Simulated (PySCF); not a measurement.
**O⁻ (oxygen, charge -1) across methods**

[He] 2s2 2p5, 2P determinant. Calculation: PySCF 2.14, in dyall-av3z; scalar relativity by spin-free X2C-1e.

```csv
method,E (hartree),mean ε 2s β (eV),mean ε 2p α (eV),mean ε 2p β (eV),Σ⟨r²⟩ (bohr²),⟨S²⟩
LDA,-74.6590,-11.598,0.998,2.296,22.52,0.762
UHF,-74.84968,-19.895,-4.804,-2.162,19.14,0.772
PBE0,-75.1269,-13.832,-0.264,1.167,21.07,0.759
PBE,-75.1340,-11.618,1.201,2.377,22.56,0.758
wB97X,-75.1891,-16.535,-2.812,-1.387,20.82,0.758
r2SCAN,-75.1718,-12.108,0.933,2.293,21.52,0.762
B97-3,-75.1825,-14.128,-0.333,1.073,20.90,0.758
LC-wPBE,-75.1660,-16.628,-3.032,-1.682,20.53,0.755
```

(1) Estimate the same row for BHandHLYP.

The highest occupied level is positive at LDA, PBE0, PBE, r2SCAN, B97-3: only the finite basis holds that electron, which in a density functional comes from self-interaction.

## Answers

(1) E (hartree) = -75.1744; mean ε 2s β (eV) = -16.093; mean ε 2p α (eV) = -1.811; mean ε 2p β (eV) = -0.178; Σ⟨r²⟩ (bohr²) = 20.17; ⟨S²⟩ = 0.759.
